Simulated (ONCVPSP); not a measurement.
vanadium (V), ONCV: configuration errors across variants

vanadium (V), optimised norm-conserving Vanderbilt (ONCV), made with ONCVPSP 4.0.1 (LDA (Perdew-Wang 92), scalar-relativistic). Core [Ar], reference 3d3 4s2. Waves: 4s: rc 2.60 bohr, ncon 4, nbas 7, qcut 3 1/bohr, 3 projectors, debl 2.1 Ha; p scattering state at 0.11 Ha: rc 2.00 bohr, ncon 3, nbas 6, qcut 3.3 1/bohr, local; 3d: rc 2.00 bohr, ncon 3, nbas 8, qcut 6.2 1/bohr, 1 projector. Local part: the p channel. Core correction: none.

All-electron excitation energies from the reference (eV): (1) 3d3 4s1 7.934; (2) 3d3 4s0 22.473; (3) 3d2 4s0 51.635.

A true bound ghost makes a file unfit for plane-wave use even where its test errors are small: the radial tests pick states by their node count and pass the ghost by.

Errors AE − PS in meV (a dash: test not solved or not reliable):

| change | (1) | (2) | (3) | bound ghosts | GHOST(+) flags above zero |
| --- | --- | --- | --- | --- | --- |
| base | +7.8 | +69 | +160 | none | s |
| s: debl 0.2 | +7.7 | +69 | +160 | s | s |
| s: debl 0.3 | +7.7 | +69 | +160 | s | s |
| s: debl 0.45 | +7.7 | +69 | +160 | s | s |
| s: debl 0.65 | +7.7 | +69 | +160 | s | none |
| s: debl 0.9 | +7.7 | +69 | +160 | s | none |
| s: debl 1.6 | +7.8 | +69 | +160 | none | s |
| s: debl 1.95 | +7.8 | +69 | +160 | none | s |
| s: debl 3 | +7.9 | +69 | +160 | none | s |

Problem. Give the same row for: s: debl 4.5.

Solution. +8.0, +69, +161; bound ghosts: none; GHOST(+) flags above zero: s.
